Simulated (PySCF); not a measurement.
# How methods differ on the ionisation energy of Ir⁺

Ir⁺ [Xe] 4f14 5d7 6s1 (5F) → Ir²⁺ [Xe] 4f14 5d7 (4F), as a difference of total energies. All numbers are calculated (PySCF 2.14, a scalar-relativistic core potential, in aug-cc-pVDZ-PP with ECP60MDF). Correlated levels: valence: 5s2 5p6 frozen. The calculations carry no spin-orbit coupling.

Q: Order these methods by the ionisation energy they give, lowest first.
A. r2SCAN
B. BHandHLYP
C. LDA
D. UHF

A: D (16.302 eV), B (17.290 eV), A (17.943 eV), C (18.298 eV).

The reference lies between the lowest fine-structure levels, while these numbers refer to the centres of the terms.

Errors of the correlated levels include the incompleteness of this basis and the frozen core.

For comparison: 17 ± 0.3 eV (semi-empirical (NIST evaluation); NIST Atomic Spectra Database, ionization energies).
